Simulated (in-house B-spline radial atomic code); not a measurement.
Successive ionisation energies of lead; each step leads to the configuration of the next row (after the last: [He] 2s2 2p4). NIST's values go from ground level to ground level; the uncertainty of those that are theory runs from under 0.1 % in few-electron ions to several per cent in heavy many-electron ones. Computed with a B-spline radial code for spherical atoms: non-relativistic Hartree-Fock, average of the configuration, point nuclei.

This level leaves out relativity, spin-orbit splitting included, which matters for heavy ions.

| ion | configuration | ionisation energy (eV) | tabulated value (eV) | tabulated kind | computed minus tabulated (eV) | highest orbital | largest mean radius (bohr) |
| --- | --- | --- | --- | --- | --- | --- | --- |
| Pb66+ | [Ne] 3s2 3p4 | 7495.4 | 7650 | tabulated theory | -155 | 3p | 0.18038 |
| Pb67+ | [Ne] 3s2 3p3 | 7632.4 | 7790 | tabulated theory | -158 | 3p | 0.1798 |
| Pb68+ | [Ne] 3s2 3p2 | ? | ? | tabulated theory | ? | ? | ? |
| Pb69+ | [Ne] 3s2 3p1 | 7908.9 | 8680 | tabulated theory | -771 | 3p | 0.17864 |
| Pb70+ | [Ne] 3s2 | 8171.3 | 9000 | tabulated theory | -829 | 3s | 0.17806 |
| Pb71+ | [Ne] 3s1 | 8308.4 | 9150 | tabulated theory | -842 | 3s | 0.17742 |
| Pb72+ | [He] 2s2 2p6 | ? | ? | tabulated theory | ? | ? | ? |
| Pb73+ | [He] 2s2 2p5 | 19703.3 | 19970 | tabulated theory | -267 | 2p | 0.075944 |

**Question.** Fill in the row of Pb68+.

**Answer.** ionisation energy (eV): 7770.2; tabulated value (eV): 8520; computed minus tabulated (eV): -750; highest orbital: 3p; largest mean radius (bohr): 0.17921.

**Question.** Fill in the row of Pb72+.

**Answer.** ionisation energy (eV): 19338.0; tabulated value (eV): 19590; computed minus tabulated (eV): -252; highest orbital: 2p; largest mean radius (bohr): 0.076228.

**Question.** Where is the largest jump?

**Answer.** From Pb71+ to Pb72+, by a factor of 2.33 (8308.4 to 19338 eV); the highest orbital goes from 3s to 2p.
